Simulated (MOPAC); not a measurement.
Input file for MOPAC: PM3 on ClFH4InN (a complex), monomers drawn apart or pushed together.

```
PM3 1SCF PRECISE CHARGE=0 THREADS=1
ClFH4InN

F      0.88015887 1     1.42083704 1     1.16466787 1
In    -0.72704925 1     0.27460369 1     1.39663289 1
Cl    -2.20336360 1     1.29155318 1     2.95065230 1
H     -1.21903755 1    -0.78506614 1     0.15777114 1
N      1.07609963 1    -1.26727363 1     3.61693615 1
H      1.93153994 1    -0.71848662 1     3.56937223 1
H      0.62313453 1    -1.08400383 1     4.50741853 1
H      1.31052078 1    -2.25231913 1     3.56169177 1
```

Program output:

```
*******************************************************************************
 **                                                                           **
 **                              MOPAC v23.2.5                                **
 **                                                                           **
 *******************************************************************************
 ** MOPAC's Digital Object Identifier: https://doi.org/10.5281/zenodo.6511958 **
 **                                                                           **
 ** Please cite the open-source release paper for use of this MOPAC version:  **
 ** J. E. Moussa and J. J. P. Stewart (2026)                                  **
 ** MOPAC: An open-source semiempirical molecular orbital program             **
 ** J. Open Source Softw., 11(119), 8025, https://doi.org/10.21105/joss.08025 **
 *******************************************************************************

                              PM3 CALCULATION RESULTS

 *******************************************************************************
 *  PM3        - The PM3 Hamiltonian to be used
 *
 *
 *
 *                 CHARGE ON SYSTEM = 0
 *
 *
 *
 *  PRECISE    - TIGHTER CRITERIA TO BE USED
 *  1SCF       - DO 1 SCF AND THEN STOP
 *  THREADS=1  - MULTI-THREADING NOT USED
 *  T=         - A TIME OF 172800.0 SECONDS REQUESTED
 *  DUMP=N     - RESTART FILE WRITTEN EVERY 7200.0 SECONDS REQUESTED
 *******************************************************************************
PM3 1SCF PRECISE CHARGE=0 THREADS=1
 ClFH4InN

   ATOM   CHEMICAL          X               Y               Z
  NUMBER   SYMBOL      (ANGSTROMS)     (ANGSTROMS)     (ANGSTROMS)

     1       F          0.88015887  *   1.42083704  *   1.16466787  *
     2      In         -0.72704925  *   0.27460369  *   1.39663289  *
     3      Cl         -2.20336360  *   1.29155318  *   2.95065230  *
     4       H         -1.21903755  *  -0.78506614  *   0.15777114  *
     5       N          1.07609963  *  -1.26727363  *   3.61693615  *
     6       H          1.93153994  *  -0.71848662  *   3.56937223  *
     7       H          0.62313453  *  -1.08400383  *   4.50741853  *
     8       H          1.31052078  *  -2.25231913  *   3.56169177  *



          CARTESIAN COORDINATES

    NO.       ATOM           X           Y           Z

     1         F          0.8802      1.4208      1.1647
     2        In         -0.7270      0.2746      1.3966
     3        Cl         -2.2034      1.2916      2.9507
     4         H         -1.2190     -0.7851      0.1578
     5         N          1.0761     -1.2673      3.6169
     6         H          1.9315     -0.7185      3.5694
     7         H          0.6231     -1.0840      4.5074
     8         H          1.3105     -2.2523      3.5617

  H: (PM3): J. J. P. STEWART, J. COMP. CHEM. 10, 209 (1989).
  N: (PM3): J. J. P. STEWART, J. COMP. CHEM. 10, 209 (1989).
  F: (PM3): J. J. P. STEWART, J. COMP. CHEM. 10, 209 (1989).
 Cl: (PM3): J. J. P. STEWART, J. COMP. CHEM. 10, 209 (1989).
 In: (PM3): J. J. P. STEWART, J. COMP. CHEM. 12, 320-341 (1991).

           Empirical Formula: H4 N F In Cl  =     8 atoms



      MOLECULAR POINT GROUP   :   C1


      RHF CALCULATION, NO. OF DOUBLY OCCUPIED LEVELS = 13


 -------------------------------------------------------------------------------
 PM3 1SCF PRECISE CHARGE=0 THREADS=1
 ClFH4InN



     1SCF WAS SPECIFIED, SO BFGS WAS NOT USED
     SCF FIELD WAS ACHIEVED


                              PM3 CALCULATION
                                                       MOPAC v23.2.5 Linux




          FINAL HEAT OF FORMATION =        -69.32756 KCAL/MOL =    -290.06649 KJ/MOL


          COSMO AREA              =        136.96 SQUARE ANGSTROMS
          COSMO VOLUME            =        121.79 CUBIC ANGSTROMS

          IONIZATION POTENTIAL    =         10.512482 EV
          HOMO LUMO ENERGIES (EV) =        -10.512 -2.501
          NO. OF FILLED LEVELS    =         13
          MOLECULAR WEIGHT        =        187.3097         POINT GROUP:  C1

          MOLECULAR DIMENSIONS (Angstroms)

            Atom       Atom       Distance
            H     8   Cl     3     5.02790
            H     7    H     4     4.27722
            F     1   Cl     3     2.72406


          SCF CALCULATIONS        =          1





   ATOM   CHEMICAL          X               Y               Z
  NUMBER   SYMBOL      (ANGSTROMS)     (ANGSTROMS)     (ANGSTROMS)

     1       F          0.88015887  *   1.42083704  *   1.16466787  *
     2      In         -0.72704925  *   0.27460369  *   1.39663289  *
     3      Cl         -2.20336360  *   1.29155318  *   2.95065230  *
     4       H         -1.21903755  *  -0.78506614  *   0.15777114  *
     5       N          1.07609963  *  -1.26727363  *   3.61693615  *
     6       H          1.93153994  *  -0.71848662  *   3.56937223  *
     7       H          0.62313453  *  -1.08400383  *   4.50741853  *
     8       H          1.31052078  *  -2.25231913  *   3.56169177  *

                             CARTESIAN COORDINATES

   1    F        0.880158870     1.420837040     1.164667870
   2   In       -0.727049250     0.274603690     1.396632890
   3   Cl       -2.203363600     1.291553180     2.950652300
   4    H       -1.219037550    -0.785066140     0.157771140
   5    N        1.076099630    -1.267273630     3.616936150
   6    H        1.931539940    -0.718486620     3.569372230
   7    H        0.623134530    -1.084003830     4.507418530
   8    H        1.310520780    -2.252319130     3.561691770


           Empirical Formula: H4 N F In Cl  =     8 atoms



      MOLECULAR POINT GROUP   :   C1


                  EIGENVALUES
 -54.42249 -29.83157 -19.39821 -16.42781 -16.33749 -16.13036 -15.35110 -15.12742
 -13.68308 -11.70493 -11.33818 -10.58506 -10.51248  -2.50124  -1.08479   0.19114
   1.39764   2.05835   3.96532   3.98999


              NET ATOMIC CHARGES AND DIPOLE CONTRIBUTIONS

  ATOM NO.   TYPE          CHARGE      No. of ELECS.   s-Pop       p-Pop
    1          F          -0.290356        7.2904     1.55883     5.73153
    2         In           0.078616        2.9214     1.13557     1.78582
    3         Cl          -0.047330        7.0473     1.97022     5.07711
    4          H           0.073505        0.9265     0.92649
    5          N           0.146229        4.8538     1.35606     3.49771
    6          H           0.017489        0.9825     0.98251
    7          H           0.010615        0.9894     0.98938
    8          H           0.011232        0.9888     0.98877
 DIPOLE           X         Y         Z       TOTAL
 POINT-CHG.    -0.411    -3.576     1.550     3.919
 HYBRID         1.684    -0.152     1.116     2.026
 SUM            1.273    -3.728     2.666     4.757


          ATOMIC ORBITAL ELECTRON POPULATIONS

     Atom    s        px        py        pz
    1  F   1.55883   1.86439   1.90646   1.96068
    2 In   1.13557   0.56982   0.58213   0.63387
    3 Cl   1.97022   1.65162   1.78456   1.64092
    4  H   0.92649
    5  N   1.35606   1.19213   1.01573   1.28985
    6  H   0.98251
    7  H   0.98938
    8  H   0.98877

 **********************
 *                    *
 * JOB ENDED NORMALLY *
 *                    *
 **********************




 == MOPAC DONE ==
```

The run finished.

Cost: roughly 0.05 core-seconds.
